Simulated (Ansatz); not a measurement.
Cost and result for the atomization energy of CH₈FNSi₂, SMILES `C[SiH](F)N[SiH3]` (13 atoms, 12 bonds).

```
atom    x (Å)    y (Å)    z (Å)
  C1  -0.9286   0.9706  -1.2964
 Si2  -1.1159  -0.5332  -0.2349
  F3  -0.9902  -1.8088  -1.2030
  N4   0.0511  -0.5908   1.0180
 Si5   1.7230  -0.1468   1.0163
  H6  -1.0408   1.8815  -0.7039
  H7   0.0493   0.9963  -1.7824
  H8  -1.6913   0.9733  -2.0786
  H9  -2.4513  -0.6422   0.4013
 H10  -0.2612  -1.0744   1.8494
 H11   2.6040  -1.3185   1.2678
 H12   2.0166   0.8691   2.0632
 H13   2.0354   0.4239  -0.3170
```

The species carries charge 0 and has multiplicity 1. Geometry: relaxed with PBE0-D4/def2-TZVP. It is one conformer, not always the lowest. Program: Ansatz. All runs use 4 threads of an Arm Neoverse V2 on a shared host. Times are those of one run each, without the atoms' runs, and a repeat can differ threefold. Electronic energies, without spin–orbit coupling; frozen cores. CCSD(T)/CBS adds CCSD(T) − MP2 in def2-TZVPP to the MP2 limit, and its time is that of the two runs behind it. T1 = 0.011. B3LYP takes the VWN-RPA correlation (the form of Gaussian; ORCA's B3LYP/G).

CCSD(T)/CBS is a level of theory with its own doubt, some kJ/mol a heavy atom from the limit and from the frozen cores, so smaller differences don't rank the functionals.

```tsv
level	functions	wall time	atomization (kJ/mol)	difference from CCSD(T)/CBS	per bond
PBE-D4/def2-TZVPP (with forces)	289	2.5 s	4654.0	-8.6	-0.7
PBE0-D4/def2-TZVPP	289	3.1 s	4607.6	-55.0	-4.6
r2SCAN-D4/def2-TZVPP (with forces)	289	4.9 s	4638.6	-24.0	-2.0
B3LYP-D4/def2-TZVPP (with forces)	289	4.9 s	4651.0	-11.6	-1.0
B2PLYP/def2-TZVPP	289	5.5 s	4599.9	-62.7	-5.2
ωB97X-V/def2-TZVPP	289	8 s	4675.9	13.3	1.1
ωB97M-V/def2-TZVPP (with forces)	289	12 s	4665.7	3.1	0.3
MP2/def2-QZVPP	551	23 s	4651.8	-10.8	-0.9
CCSD(T)/def2-TZVPP	289	3.6 min	4534.9	-127.7	-10.6
CCSD(T)/CBS(def2)	–	3.9 min	4662.6	0.0	0.0
```

In def2-TZVPP, CCSD(T) changes the Hartree–Fock value by +1055.0 kJ/mol (the triples alone add +50.0 kJ/mol) and MP2 by +1094.5 kJ/mol; breaking electron pairs costs correlation energy, which Hartree–Fock lacks. From PBE to PBE0 (25 % exact exchange), in def2-TZVPP and without D4, the atomization energy moves by −42.2 kJ/mol: exact exchange takes away binding that semilocal exchange gives to molecules. The D4 term adds +45.6 kJ/mol with B3LYP and +24.2 kJ/mol with PBE0; it sums over pairs of atoms, weighted by their polarisabilities, and B3LYP, whose exchange is more repulsive, gets the larger term.
